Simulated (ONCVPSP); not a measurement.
# Before and after: ONCV potential for P

P (Z = 15), optimised norm-conserving Vanderbilt (ONCV), made with ONCVPSP 4.0.1 (Wu-Cohen, scalar-relativistic). Core [Ne], reference 3s2 3p3. Waves: 3s: rc 1.35 bohr, ncon 5, nbas 9, qcut 5 1/bohr, 2 projectors, debl 2.7 Ha; 3p: rc 1.65 bohr, ncon 3, nbas 7, qcut 4.4 1/bohr, 2 projectors, debl 2.6 Ha; d scattering state at 0.27 Ha: rc 1.75 bohr, ncon 4, nbas 9, qcut 5.8 1/bohr, 2 projectors, debl 1.2 Ha. Local part: polynomial inside 1.25 bohr (lpopt 5, dvloc0 6 Ha). Core correction: none.

All-electron outer shells of the reference configuration (Wu-Cohen, scalar-relativistic, ld1.x):

```csv
shell,level (eV),outermost node (bohr),outermost maximum (bohr)
2s,-173.69,0.14,0.42
2p,-124.48,–,0.36
3s,-13.93,0.65,1.58
3p,-5.48,0.64,1.83
```

Change: core correction Teter function, fcfact 2, rcfact 1.25.

Cutoffs: the cutoffs (Ha) at which the residual kinetic energy of the hardest occupied pseudo-wave falls to 1 and 0.1 mHa per electron; they do not see the model core or the augmentation charge, which bear on the density cutoff. Errors are all-electron minus pseudo energies relative to the spin-unpolarised reference configuration.

**Question.** How do hardness, ghosts and transferability respond?

**Answer.** The potential gets neither clearly harder nor softer (37 Ha and 115 Ha → 37 Ha and 115 Ha); both files keep a bound ghost (s); of the 4 tests that both files solve, the error grows in 1 and shrinks in 2 by more than 15 % and 0.3 meV (median size 6.2 → 4.6 meV). A model core, the more so a compact one, raises the density cutoff, which this test does not measure.

| quantity | base | changed |
| --- | --- | --- |
| cutoff, loose | 37 Ha | 37 Ha |
| cutoff, tight | 115 Ha | 115 Ha |
| bound ghosts | s | s |
| GHOST(+) flags under 300 eV | none | none |
| error for 3s2 3p2, meV [ΔE 9.71 eV] | +0.9 | +0.7 |
| error for 3s2 3p1, meV [ΔE 28.85 eV] | +11 | +8.1 |
| error for 3s2 3p0, meV [ΔE 58.60 eV] | +58 | +37 |
| error for 3s1 3p4, meV [ΔE 8.52 eV] | +0.2 | -1.1 |
| s: phases at 1.37 bohr within 0.05 rad from the reference energy up to (Ha; the scan ends near 5) | to the end of the scan | to the end of the scan |
| p: phases at 1.68 bohr within 0.05 rad from the reference energy up to (Ha; the scan ends near 5) | to the end of the scan | to the end of the scan |
| d: phases at 1.77 bohr within 0.05 rad from the reference energy up to (Ha; the scan ends near 5) | 4.1 | 4.1 |

 A true bound ghost makes a file unfit for plane-wave use even where its test errors are small: the radial tests pick states by their node count and pass the ghost by.
